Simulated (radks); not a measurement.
All-electron atom: Br8+ in [Ar] 3d8 7p1 (not the ground configuration). All-electron calculation, Dirac Kohn-Sham, PBE, spin-unpolarised, spherical densities, point nucleus; open shells fill j = l - 1/2 first. Program: a radial shooting solver on a logarithmic mesh with Libxc functionals.

X-ray form factor f0, the Fourier transform of the density (f0(0) = 27):

| sin(theta)/lambda (1/angstrom) | f0 (electrons) |
|---|---|
| 0.05 | 26.359 |
| 0.1 | 25.560 |
| 0.15 | 25.118 |
| 0.2 | 24.407 |
| 0.25 | 23.509 |
| 0.3 | 22.564 |
| 0.4 | 20.349 |
| 0.5 | 18.017 |
| 0.6 | 15.756 |
| 0.8 | 11.909 |
| 1 | 9.268 |
| 1.25 | 7.324 |
| 1.5 | 6.250 |
| 2 | 4.941 |
